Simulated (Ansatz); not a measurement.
Two isomers of C2H8OSi2: A = `CC[Si]O[SiH3]`, B = `O/C=C/[SiH2][SiH3]`.

Program: Ansatz. Geometries: PBE0-D4/def2-TZVP. ΔE: electronic, gas phase. CCSD(T)/CBS is the MP2 limit (def2-TZVPP, def2-QZVPP) plus CCSD(T) − MP2 in def2-TZVPP, frozen cores. DFT in def2-TZVPP. B3LYP here is the variant with VWN-RPA as its local correlation; programs differ in this. One conformer a species, not always the lowest.

A:

```xyz
13

C     0.171   -1.039   -1.300
C    -0.178    0.444   -1.455
Si    1.064    1.577   -0.553
O     0.761    1.189    1.023
Si   -0.113    0.375    2.150
H     0.129   -1.360   -0.255
H     1.181   -1.258   -1.662
H    -0.516   -1.677   -1.860
H    -1.187    0.638   -1.066
H    -0.192    0.719   -2.515
H    -1.451    0.001    1.619
H     0.619   -0.858    2.537
H    -0.287    1.249    3.336
```

B:

```xyz
13

O     2.9940    0.3374   -1.0840
C     1.9852    0.2301   -0.1911
C     0.7587    0.6883   -0.4339
Si   -0.6117    0.4920    0.7857
Si   -2.3340   -0.8437   -0.0746
H     3.7959   -0.0426   -0.7180
H     2.2403   -0.2587    0.7481
H     0.5823    1.1637   -1.3962
H    -0.0606   -0.1477    2.0156
H    -1.1958    1.8090    1.1712
H    -2.8350   -0.2772   -1.3580
H    -1.8400   -2.2231   -0.3387
H    -3.4793   -0.9275    0.8739
```

(1) Which isomer does CCSD(T)/CBS put lower? Give the gap. (Estimate.)

(2) Give E(B) − E(A) in kcal/mol with PBE0-D4, B3LYP-D4, r2SCAN-D4, HF/def2-TZVPP, CCSD/def2-TZVPP, ωB97M-V, PBE-D4. (An estimate is asked.)

Largest T1 diagnostic: 0.013.

Results:

(1) Computed: A, by 46.3 kcal/mol.

(2) The calculation gave: PBE0-D4 40.3, B3LYP-D4 45.0, r2SCAN-D4 40.2, HF/def2-TZVPP 47.1, CCSD/def2-TZVPP 47.3, ωB97M-V 48.0, PBE-D4 37.8. None reverses the order clearly.

From PBE to PBE0 (25 % exact exchange), in def2-TZVPP and without D4, E(B) − E(A) moves by +2.6 kcal/mol. The D4 term adds +1.8 kcal/mol with B3LYP and +0.9 kcal/mol with PBE0; it sums over pairs of atoms, weighted by their polarisabilities, and B3LYP, whose exchange is more repulsive, gets the larger term.
